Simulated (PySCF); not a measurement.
Structure with atom numbers: `[CH:1]#[C:2][c:3]1[n:4][n:5][cH:6][c:7]([CH2:8][CH3:9])[c:10]1[C:11]#[CH:12]`. Each H is labelled by its parent atom.

All values are calculated (PySCF): shielding tensors at PBE0/pcSseg-1 (GIAO), coordinates at the GFN2-xTB level. No relativistic terms, one averaged value for each set of equivalent atoms, single conformer, no solvent.

**Question.** List the cross peaks expected in HSQC, COSY and HMBC spectra.

**Answer.** 

HSQC (one-bond C–H):
| δH | δC |
| --- | --- |
| 9.38 (H(C6)) | 152.2 (C6) |
| 3.61 (H(C12)) | 104.2 (C12) |
| 3.31 (H(C1)) | 95.9 (C1) |
| 2.85 (H(C8)) | 29.7 (C8) |
| 1.27 (H(C9)) | 18.5 (C9) |

COSY cross peaks (H two or three bonds apart, from the bond graph; peaks can be absent where the dihedral angle is near 90°):
| δH | δH |
| --- | --- |
| 2.85 (H(C8)) | 1.27 (H(C9)) |

HMBC (two and three bonds, from the bond graph):
| δH | δC |
| --- | --- |
| 9.38 (H(C6)) | 149.1 (C7), 128.0 (C10), 29.7 (C8) |
| 3.61 (H(C12)) | 128.0 (C10), 82.0 (C11) |
| 3.31 (H(C1)) | 150.8 (C3), 85.2 (C2) |
| 2.85 (H(C8)) | 152.2 (C6), 149.1 (C7), 128.0 (C10), 18.5 (C9) |
| 1.27 (H(C9)) | 149.1 (C7), 29.7 (C8) |

Shifts are taken against calculated references (same method and geometry level): 1H (σref 31.72) and 13C (σref 186.93) vs TMS.

Short H···H contacts in this conformer between protons four or more bonds apart (candidates for NOE cross peaks, intensity ∝ r⁻⁶): H(C6)···H(C8) 2.49 Å.

Shifts are as computed. Against solution values, carbons near 30 ppm lie about +3 ppm off and those near 130 ppm about +5 ppm. Of 1211 compounds with measured shifts, 218 miss one by over three times the rms of a fit or turn the order of signals round; such compounds aren't used in these exercises.
